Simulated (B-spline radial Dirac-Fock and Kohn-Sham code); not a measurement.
How the binding energies of Dy⁶⁵⁺ add up

System: dysprosium as Dy⁶⁵⁺, configuration 1s1; nuclear rms radius 5.2218 fm (A = 164).

The computed values come from a radial finite-basis atomic code: Dirac-Fock (average of configuration) total-energy differences with a finite nucleus, the Breit interaction including its frequency dependence, and self-energy and vacuum-polarisation corrections. Correlation and solid-state effects are left out. Energies are counted from the vacuum level.

All terms are in eV, carry their sign (relaxation lowers the binding energy) and add up to the binding energy; ⟨r⟩ is the mean radius of the orbital in the initial state.

```csv
subshell,−ε (Koopmans),relaxation,Breit,QED,binding energy,⟨r⟩ (bohr)
1s,63158.3,0.00,0.00,-85.25,63073.1,0.021
```

For the deepest level, K (1s), the Breit terms make up 0.000 % of the binding energy, QED -0.135 % and orbital relaxation 0.000 %.

Going to the tabulated ground configuration of the next ion removes an electron from K (1s), computed at 63073.1 eV. NIST lists 63073.23 ± 0.1 eV as the ionisation energy of this species (theoretical), +0.15 eV from the computed value.
